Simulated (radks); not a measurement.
F7+, 2 electrons, occupied as [He].

Calculated with a radial shooting solver on a logarithmic mesh with Libxc functionals: non-relativistic Kohn-Sham, LB94 model potential, spin-polarised, spherical densities, point nucleus.

Energy parts (Ry):
kinetic: 150.08111
electron-nucleus: -311.81619
Hartree: 21.52955
(The LB94 potential has no energy functional, so no total or exchange-correlation energy is given.)

Orbitals (lengths in bohr, moments of r in powers of bohr; r(max) is where P^2 peaks):
| orbital | occ. | eigenvalue (Ry) | <r^4> | r(max) |
|---|---|---|---|---|
| 1s | 2 | -68.81837 | 0.004267 | 0.1146 |

The highest occupied level is 1s at -936.32 eV. The electron density at the nucleus is 428.6 e/bohr^3. Summed over all electrons, <r^2> = 0.08185 bohr^2, which gives a Langevin (diamagnetic) susceptibility term of -0.0648 x 10^-6 cm^3/mol. The density falls to 0.001 e/bohr^3 at r = 0.76 bohr.
